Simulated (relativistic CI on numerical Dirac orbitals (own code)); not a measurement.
d1 in a ligand field

Computed with a parametric ligand-field model of a d^n configuration (Racah B and C, spin-orbit zeta, crystal field), exact diagonalisation.

Field parameters in Wybourne normalisation: Oh B⁴₀ = 21Dq, B⁴₄ = √(5/14) B⁴₀. The field is a parameter set, without covalency.

Lowest levels for B = 470, C = 1910, ζ = 840 cm⁻¹, Oh, 10Dq = 6800 cm⁻¹?

Γ8 0 (S 0.50), Γ7 1404 (S 0.50), Γ8 7507 (S 0.50) cm⁻¹, with S from ⟨S²⟩ = S(S + 1). The ground level has 0.02 electrons in the cubic e pair.

Lowest levels for B = 470, C = 2210, ζ = 170 cm⁻¹, Oh, 10Dq = 26750 cm⁻¹?

Γ8 0 (S 0.50), Γ7 257 (S 0.50), Γ8 26838 (S 0.50) cm⁻¹, with S from ⟨S²⟩ = S(S + 1). The ground level has 0.00 electrons in the cubic e pair.

Lowest levels for B = 460, C = 1870, ζ = 880 cm⁻¹, Oh, 10Dq = 17200 cm⁻¹?

Γ8 0 (S 0.50), Γ7 1386 (S 0.50), Γ8 17771 (S 0.50) cm⁻¹, with S from ⟨S²⟩ = S(S + 1). The ground level has 0.00 electrons in the cubic e pair.

Lowest levels for B = 610, C = 2630, ζ = 760 cm⁻¹, Oh, 10Dq = 15650 cm⁻¹?

Γ8 0 (S 0.50), Γ7 1194 (S 0.50), Γ8 16138 (S 0.50) cm⁻¹, with S from ⟨S²⟩ = S(S + 1). The ground level has 0.00 electrons in the cubic e pair.

Lowest levels for B = 690, C = 2580, ζ = 530 cm⁻¹, Oh, 10Dq = 35900 cm⁻¹?

Γ8 0 (S 0.50), Γ7 807 (S 0.50), Γ8 36188 (S 0.50) cm⁻¹, with S from ⟨S²⟩ = S(S + 1). The ground level has 0.00 electrons in the cubic e pair.
